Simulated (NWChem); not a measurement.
BeHI; SMILES [BeH][I]

```xyz
3

Be     0.0000     0.0000    -1.9546
H      0.0000     0.0000    -3.2859
I      0.0000     0.0000     0.2130
```
Atoms are numbered in this order, from 1.

All runs: NWChem. Structure relaxed at the PBE0-D3(BJ)/def2-TZVP level. def2 effective core potentials on I; no spin-orbit coupling. Vertical excitations in the gas phase; the lowest state need not have the same character in each row.

For level PBE/def2-SVP, TDA:

- lowest excitation, singlet (eV): 5.32
- orbital gap (eV): 5.32

Q: How do the values read with level BHandHLYP/def2-SVP, TDA instead?

A: The lowest excitation, singlet (eV) is 6.10 and the orbital gap (eV) is 8.90.
